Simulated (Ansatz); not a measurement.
Cost and result for the atomization energy of FH₆NOSi₂, SMILES `N[SiH](O)[SiH2]F` (11 atoms, 10 bonds).

Cartesian coordinates in Å:
```
N 1.466 0.971 -0.507
Si -0.177 0.517 -0.625
O -0.633 -0.470 -1.869
Si -0.679 -0.597 1.387
F -1.350 -2.015 1.001
H 1.867 1.663 -1.121
H 2.169 0.346 -0.148
H -0.926 1.775 -0.858
H -0.650 -1.415 -1.706
H -1.633 0.128 2.267
H 0.545 -0.904 2.179
```

Charge 0, multiplicity 1. The geometry is a stationary point of PBE0-D4/def2-TZVP. It is one conformer, not always the lowest. Program: Ansatz. All runs use 4 threads of an Intel Xeon Platinum 8488C on a shared host. Times are those of one run each, without the atoms' runs, and a repeat can differ threefold. Electronic energies, without spin–orbit coupling; frozen cores. CCSD(T)/CBS adds CCSD(T) − MP2 in def2-TZVPP to the MP2 limit, and its time is that of the two runs behind it. T1 = 0.012. B3LYP takes the VWN-RPA correlation (the form of Gaussian; ORCA's B3LYP/G).

CCSD(T)/CBS is a level of theory with its own doubt, some kJ/mol a heavy atom from the limit and from the frozen cores, so smaller differences don't rank the functionals.

```json
{"level": "PBE-D4/def2-TZVPP (with forces)", "functions": "261", "wall time": "2.4 s", "atomization (kJ/mol)": "3889.9", "difference from CCSD(T)/CBS": "3.3", "per bond": "0.3"}
{"level": "PBE0-D4/def2-TZVPP", "functions": "261", "wall time": "2.8 s", "atomization (kJ/mol)": "3817.4", "difference from CCSD(T)/CBS": "-69.2", "per bond": "-6.9"}
{"level": "r2SCAN-D4/def2-TZVPP (with forces)", "functions": "261", "wall time": "3.6 s", "atomization (kJ/mol)": "3856.2", "difference from CCSD(T)/CBS": "-30.4", "per bond": "-3.0"}
{"level": "B3LYP-D4/def2-TZVPP (with forces)", "functions": "261", "wall time": "4.3 s", "atomization (kJ/mol)": "3861.8", "difference from CCSD(T)/CBS": "-24.8", "per bond": "-2.5"}
{"level": "B2PLYP/def2-TZVPP", "functions": "261", "wall time": "6 s", "atomization (kJ/mol)": "3820.7", "difference from CCSD(T)/CBS": "-65.9", "per bond": "-6.6"}
{"level": "ωB97X-V/def2-TZVPP", "functions": "261", "wall time": "7 s", "atomization (kJ/mol)": "3892.0", "difference from CCSD(T)/CBS": "5.4", "per bond": "0.5"}
{"level": "ωB97M-V/def2-TZVPP (with forces)", "functions": "261", "wall time": "8 s", "atomization (kJ/mol)": "3877.4", "difference from CCSD(T)/CBS": "-9.2", "per bond": "-0.9"}
{"level": "MP2/def2-QZVPP", "functions": "491", "wall time": "26 s", "atomization (kJ/mol)": "3896.5", "difference from CCSD(T)/CBS": "9.9", "per bond": "1.0"}
{"level": "CCSD(T)/def2-TZVPP", "functions": "261", "wall time": "2.2 min", "atomization (kJ/mol)": "3757.1", "difference from CCSD(T)/CBS": "-129.5", "per bond": "-13.0"}
{"level": "CCSD(T)/CBS(def2)", "functions": "–", "wall time": "2.6 min", "atomization (kJ/mol)": "3886.6", "difference from CCSD(T)/CBS": "0.0", "per bond": "0.0"}
```

From PBE to PBE0 (25 % exact exchange), in def2-TZVPP and without D4, the atomization energy moves by −69.1 kJ/mol: exact exchange takes away binding that semilocal exchange gives to molecules. The D4 term adds +37.0 kJ/mol with B3LYP and +19.5 kJ/mol with PBE0; it sums over pairs of atoms, weighted by their polarisabilities, and B3LYP, whose exchange is more repulsive, gets the larger term. In def2-TZVPP, CCSD(T) changes the Hartree–Fock value by +993.2 kJ/mol (the triples alone add +51.8 kJ/mol) and MP2 by +1054.1 kJ/mol; breaking electron pairs costs correlation energy, which Hartree–Fock lacks.
